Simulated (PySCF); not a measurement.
## Cost of response and excited-state runs on `c1(C#C)nnn(C)c1C`, C₆H₇N₃

Geometry (Å), atoms numbered from 1 in this order:
```xyz
16

C     3.2264   -0.5885   -1.6378
C     2.1404   -0.7385   -1.1494
C     0.8657   -0.8928   -0.5775
N     0.2073   -2.0764   -0.5034
N    -0.9202   -1.8947    0.0595
N    -1.0492   -0.6054    0.3749
C    -2.2277   -0.1038    1.0120
C     0.0554    0.0818   -0.0052
C     0.2422    1.5350    0.2007
H     4.1769   -0.4722   -2.0648
H    -1.9808    0.3535    1.9722
H    -2.8984   -0.9461    1.1701
H    -2.7176    0.6389    0.3788
H     0.1812    1.7853    1.2607
H     1.2178    1.8309   -0.1769
H    -0.5271    2.1019   -0.3252
```

PySCF with density fitting, on 1 thread of an Arm Neoverse V1, shared host. Command: `OMP_NUM_THREADS=1 python excited_run.py task.json out`

**Question.** How long does this run take, and how much memory?
- vibronic structure, B3LYP/6-31G*; full response

**Answer.** 
```tsv
run	level	basis functions	wall time	peak memory (GiB)
vibronic structure	B3LYP/6-31G*	140	32 s	0.79
```
Times from a shared host are rough.
